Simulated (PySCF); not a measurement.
# Ti: ionisation energy

Ti [Ar] 3d2 4s2 (3F) → Ti⁺ [Ar] 3d2 4s1 (4F), as a difference of total energies. Computed with PySCF 2.14 in cc-pVTZ-DK, with scalar relativity by spin-free X2C-1e. Correlated levels: valence: [Ar] frozen. The calculations carry no spin-orbit coupling.

| method | ionisation energy (eV) | error (eV) |
| --- | --- | --- |
| UHF | 5.557 | -1.271 |
| LDA | 6.929 | +0.101 |
| BP86 | 6.855 | +0.027 |
| MP2 (valence) | 6.346 | -0.482 |
| SCS-MP2 (valence) | 6.515 | -0.313 |

Reference: 6.828 eV (measured; NIST levels, between the centres of gravity of the two terms).

Errors of the correlated levels include the incompleteness of this basis and the frozen core.

MP2 underrates the near-degeneracy of ns² with np² in the lower species.
